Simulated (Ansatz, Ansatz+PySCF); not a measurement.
```yaml
atoms:
  - { symbol: Be, position_ang: [0.0000, 0.0000, -1.7846] }
  - { symbol: O, position_ang: [0.0000, 0.0000, 0.8923] }
```

Basis set: STO-3G (spherical functions). Correlated methods keep 1 orbital frozen. Charge 0, multiplicity 1.

Computed with Ansatz (development build ahead of 0.2.0); each method stands on the lowest determinant of its kind that the runs found. Restricted open shells among the atoms or ions are ROHF, correlated in semicanonical orbitals with singles. Restricted functionals stand beside restricted open-shell atoms, which can lie above the unrestricted atoms usual in DFT and then raise those values.

The atomization energy at this shape (free ground-state atoms in the same class of orbitals less the molecule, no zero-point energy) of singlet BeO:

| method | atomization energy |
| --- | --- |
| PBE0 (unrestricted) | -0.49 eV |
| PBE0 (restricted) | -2.76 eV |
| UHF-MP2 | -1.18 eV |
| RHF-CCSD(T) | -2.40 eV |
| RHF-CCSDT(Q) | -2.45 eV |
| UHF | -1.16 eV |
| RHF-MP2 | -3.40 eV |

Q: What does RHF give?

A: -3.78 eV. Caution: another spin multiplicity may lie lower; the shape is not the minimum. Caution for PBE0 (unrestricted), UHF-MP2, UHF: the unrestricted determinant is a mixture of spin states. Caution for PBE0 (restricted), RHF-CCSD(T), RHF-CCSDT(Q), RHF-MP2, RHF: an unrestricted determinant lies well below. Caution for PBE0 (restricted), UHF-MP2, RHF-CCSD(T), RHF-CCSDT(Q), UHF, RHF-MP2, RHF: the molecule lies well above its atoms at this level. Caution for UHF-MP2: a plain start can end on a higher determinant. Caution for UHF-MP2, RHF-CCSD(T), RHF-CCSDT(Q), RHF-MP2: large amplitudes, a single reference is doubtful. Caution for RHF-CCSD(T): the program doubts this total; the program finds a lower state of this spin. Caution for UHF: a free atom is spin contaminated.

This basis has no polarisation functions and is too small for such energies, which can lie far from measured ones in either direction.
